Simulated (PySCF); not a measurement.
SMILES C(c1occc1)CC(C)C (C9H14O), singlet (GFN2-xTB optimised geometry):

```
24

C     -2.810    -2.107     3.003
C     -2.269    -2.068     1.575
C     -1.780    -3.456     1.167
C     -1.155    -1.021     1.475
C     -0.672    -0.772     0.040
C      0.318     0.340     0.000
C      1.681     0.340     0.000
C      2.081     1.700     0.000
C      0.932     2.424     0.003
O     -0.140     1.611     0.004
H     -3.185    -1.130     3.300
H     -2.025    -2.399     3.697
H     -3.623    -2.825     3.085
H     -3.083    -1.773     0.903
H     -1.485    -3.480     0.122
H     -2.571    -4.190     1.310
H     -0.927    -3.751     1.775
H     -0.307    -1.334     2.088
H     -1.525    -0.076     1.879
H     -1.529    -0.511    -0.586
H     -0.202    -1.670    -0.362
H      2.322    -0.518    -0.004
H      3.083     2.078    -0.002
H      0.746     3.480     0.002
```

Method: PBE0/def2-SVP run with PySCF.

Question: What are the frontier orbital energies and the dipole moment?

Answer: HOMO-2 -9.03 eV, HOMO-1 -7.89 eV, HOMO -6.18 eV, LUMO 0.64 eV, LUMO+1 1.77 eV; dipole moment 0.55 D.

Meta-Löwdin charges at PBE0/def2-SVP: C1 -0.30, C2 -0.04, C3 -0.30, C4 -0.17, C5 -0.19, C6 0.17, C7 -0.19, C8 -0.17, C9 0.03, O10 -0.24, H11 0.10, H12 0.09, H13 0.10, H14 0.08, H15 0.09, H16 0.10, H17 0.09, H18 0.09, H19 0.09, H20 0.11, H21 0.11, H22 0.12, H23 0.12, H24 0.12.
